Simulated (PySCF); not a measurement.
C2H6GaI, SMILES [CH3][Ga]([CH3])[I].

Coordinates come from a PBE0-D3(BJ)/def2-SVP optimisation. The structure was generated by enumeration; whether it is a known compound was not checked. The def2 effective core potentials stand for the cores of I; spin–orbit coupling is left out.

Computed with C-PCM-PBE0/def2-SVP (PySCF 2.14.0).

The values are the electrostatic part of the solvation free energy, E(continuum) − E(gas) at the gas-phase geometry, in a cavity of scaled van der Waals radii (PySCF's table); cavitation and dispersion terms are not included. A continuum can't describe solvent molecules that bind to the metal. In vacuum the orbital gap is 5.91 eV. The dipole moment in vacuum is 2.85 D.

Computed values in water (ε = 78.36), 1-octanol (ε = 9.86), ethylethanoate (ε = 5.99):
| solvent | ε | ΔG(elec) (kcal/mol) | dipole (D) | gap (eV) |
|---|---|---|---|---|
| water | 78.36 | -4.1 | 3.97 | 6.49 |
| 1-octanol | 9.86 | -3.7 | 3.84 | 6.43 |
| ethylethanoate | 5.99 | -3.3 | 3.75 | 6.38 |
